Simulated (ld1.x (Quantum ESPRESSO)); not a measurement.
**Transferability test, PAW potential for Te (Z = 52)**

Te, PAW, made with ld1.x (Quantum ESPRESSO) 7.5 (PBEsol, scalar-relativistic). Core [Kr], reference 4d10 5s2 5p4. Waves: 5s (bound): rcut 1.40, rcutus 1.80 bohr; 5s channel at -0.55 Ry: rcut 1.40, rcutus 1.80 bohr; 5p (bound): rcut 2.10, rcutus 2.35 bohr; 5p channel at 1.1 Ry: rcut 2.10, rcutus 2.35 bohr; 4d (bound): rcut 1.50, rcutus 1.60 bohr; 4d channel at 1.45 Ry: rcut 1.50, rcutus 1.60 bohr. Local part: all-electron potential smoothed inside 2.64 bohr (lloc = -2). Core correction: Bessel-smoothed model core inside 1.55 bohr. Augmentation charge: PSQ, inside the norm-conserving radii.

Energies are relative to the spin-unpolarised reference configuration 4d10 5s2 5p4; without spin polarisation the order of configurations can differ from experiment. Not all tests gave a result: 1 of 7 tests not solved or not reliable. Left out of the table: 4d9 5s2 5p5 (solver errors, printed error -2092 eV).

```
valence configuration  charge  ΔE all-electron (eV)  error AE − PS (meV)
         4d10 5s2 5p3      +1                 9.753                 -2.5
         4d10 5s2 5p2      +2                27.722                 -7.7
       4d10 5s2 5p3.5    +0.5                 3.907                 -1.0
       4d10 5s2 5p4.3    -0.3                -1.472                 +0.3
         4d10 5s1 5p5       0                 9.285                 -0.6
```

Q: What are ΔE and the potential's error for 4d10 5s2 5p1?

A: ΔE = 54.678 eV all-electron; the error (AE − PS) is -18 meV.

Levels in the configuration 4d10 5s1 5p5:

| level | all-electron (eV) | pseudo (eV) |
| --- | --- | --- |
| 4d | -42.932 | -42.934 |
| 5s | -15.904 | -15.904 |
| 5p | -6.518 | -6.519 |
